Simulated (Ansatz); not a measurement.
Cost and result for the atomization energy of `C=C=C(N)[SiH3]` (12 atoms, 11 bonds).

```json
{"atom": "C1", "x (Å)": "-1.7959", "y (Å)": "-1.5014", "z (Å)": "0.0761"}
{"atom": "C2", "x (Å)": "-0.8379", "y (Å)": "-0.6328", "z (Å)": "0.2324"}
{"atom": "C3", "x (Å)": "0.1586", "y (Å)": "0.2081", "z (Å)": "0.3473"}
{"atom": "N4", "x (Å)": "0.6027", "y (Å)": "0.7717", "z (Å)": "1.5549"}
{"atom": "Si5", "x (Å)": "1.1593", "y (Å)": "0.5465", "z (Å)": "-1.1984"}
{"atom": "H6", "x (Å)": "-2.8057", "y (Å)": "-1.1952", "z (Å)": "-0.1847"}
{"atom": "H7", "x (Å)": "-1.6243", "y (Å)": "-2.5674", "z (Å)": "0.2041"}
{"atom": "H8", "x (Å)": "0.9084", "y (Å)": "1.7293", "z (Å)": "1.4646"}
{"atom": "H9", "x (Å)": "-0.0559", "y (Å)": "0.6768", "z (Å)": "2.3150"}
{"atom": "H10", "x (Å)": "1.3475", "y (Å)": "2.0195", "z (Å)": "-1.3364"}
{"atom": "H11", "x (Å)": "2.5083", "y (Å)": "-0.0710", "z (Å)": "-1.0990"}
{"atom": "H12", "x (Å)": "0.4348", "y (Å)": "0.0159", "z (Å)": "-2.3759"}
```

Charge 0, multiplicity 1. The structure was optimised at the PBE0-D4/def2-TZVP level. It is one conformer, not always the lowest. Program: Ansatz. All runs use 4 threads of an AMD EPYC 9R45 on a shared host. Times are those of one run each, without the atoms' runs, and a repeat can differ threefold. Electronic energies, without spin–orbit coupling; frozen cores. CCSD(T)/CBS adds CCSD(T) − MP2 in def2-TZVPP to the MP2 limit, and its time is that of the two runs behind it. T1 = 0.013. HSE06 is the plane-wave form, built on full-range PBE exchange.

CCSD(T)/CBS is a level of theory with its own doubt, some kJ/mol a heavy atom from the limit and from the frozen cores, so smaller differences don't rank the functionals.

| level | functions | wall time | atomization (kJ/mol) | difference from CCSD(T)/CBS | per bond |
| --- | --- | --- | --- | --- | --- |
| LDA (SPW92)/def2-TZVPP | 264 | 0.5 s | 5206.7 | 678.4 | 61.7 |
| BLYP-D4/def2-TZVPP | 264 | 0.8 s | 4567.6 | 39.3 | 3.6 |
| PBE-D4/def2-TZVPP (with forces) | 264 | 0.95 s | 4657.9 | 129.6 | 11.8 |
| HSE06-D4/def2-TZVPP | 264 | 1.1 s | 4568.8 | 40.5 | 3.7 |
| CAM-B3LYP-D4/def2-TZVPP | 264 | 1.2 s | 4567.3 | 39.0 | 3.5 |
| r2SCANh-D4/def2-TZVPP | 264 | 1.4 s | 4518.3 | -10.0 | -0.9 |
| CCSD(T)/def2-SVP | 109 | 1.6 s | 4286.5 | -241.8 | -22.0 |
| PBE-QIDH/def2-TZVPP | 264 | 2 s | 4505.4 | -22.9 | -2.1 |
| ωB97X-V/def2-TZVPP | 264 | 2.5 s | 4549.7 | 21.4 | 1.9 |
| ωB97M-V/def2-TZVPP (with forces) | 264 | 3.5 s | 4554.1 | 25.8 | 2.3 |
| MP2/def2-QZVPP | 508 | 8 s | 4536.6 | 8.3 | 0.8 |
| CCSD(T)/def2-TZVPP | 264 | 39 s | 4405.4 | -122.9 | -11.2 |
| CCSD(T)/CBS(def2) | – | 47 s | 4528.3 | 0.0 | 0.0 |

From r2SCAN to r2SCAN0 (25 % exact exchange), in def2-TZVPP and without D4, the atomization energy moves by −74.5 kJ/mol: exact exchange takes away binding that semilocal exchange gives to molecules. At CCSD(T), def2-SVP lies −241.9 kJ/mol from the extrapolated value and def2-TZVPP −123.0 kJ/mol: correlation converges slowly with the basis, and small sets miss more of it in the bonded molecule than in its fragments. In def2-TZVPP, CCSD(T) changes the Hartree–Fock value by +1152.0 kJ/mol (the triples alone add +74.5 kJ/mol) and MP2 by +1210.3 kJ/mol; breaking electron pairs costs correlation energy, which Hartree–Fock lacks.
